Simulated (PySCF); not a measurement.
C3H5ClOSi, SMILES C1[Si@@H](Cl)OC=C1. Coordinates come from a PBE-D3(BJ)/def2-SVP optimisation. The structure was generated by enumeration; whether it is a known compound was not checked. The values are those of a single conformer.

Computed equilibrium geometry at PBE-D3(BJ)/def2-SVP (PySCF confirms it by a frequency run) as bond lengths and angles (one conformer of several):
Atoms: Cl1 Si2 C3 C4 C5 O6 H7 H8 H9 H10 H11. Bonded distances (Å): Cl1–Si2 2.078, Si2–C3 1.894, Si2–O6 1.716, Si2–H7 1.492, C3–C4 1.516, C3–H8 1.113, C3–H9 1.111, C4–C5 1.353, C4–H10 1.100, C5–O6 1.379, C5–H11 1.101. Bond angles (°): Cl1–Si2–C3 113.2, Cl1–Si2–O6 110.0, Cl1–Si2–H7 107.4, C3–Si2–O6 96.1, C3–Si2–H7 120.2, O6–Si2–H7 109.3, Si2–C3–C4 100.0, Si2–C3–H8 111.8, Si2–C3–H9 112.5, C4–C3–H8 112.6, C4–C3–H9 113.3, H8–C3–H9 106.8, C3–C4–C5 115.4, C3–C4–H10 122.6, C5–C4–H10 121.9, C4–C5–O6 119.5, C4–C5–H11 126.4, O6–C5–H11 114.1, Si2–O6–C5 108.1.
Charge 0, spin multiplicity 1.
